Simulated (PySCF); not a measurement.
How methods differ on the excitation energy of Hg

Hg [Xe] 4f14 5d10 6s2 (1S) → Hg [Xe] 4f14 5d10 6s1 7s1 (3S), as a difference of total energies. Computed with PySCF 2.14 in aug-cc-pVDZ-PP with ECP60MDF (5s5p4d2f, 54 functions), with scalar relativity through the core potential. Correlated levels: valence: 5s2 5p6 frozen. The calculations carry no spin-orbit coupling.

```csv
method,excitation energy (cm⁻¹)
UHF,49189
MP2 (valence),62419
SCS-MP2 (valence),62405
CCSD (valence),60548
CCSD(T) (valence),61258
```

Errors of the correlated levels include the incompleteness of this basis and the frozen core.

For comparison: 62350 cm⁻¹ (measured; NIST levels).
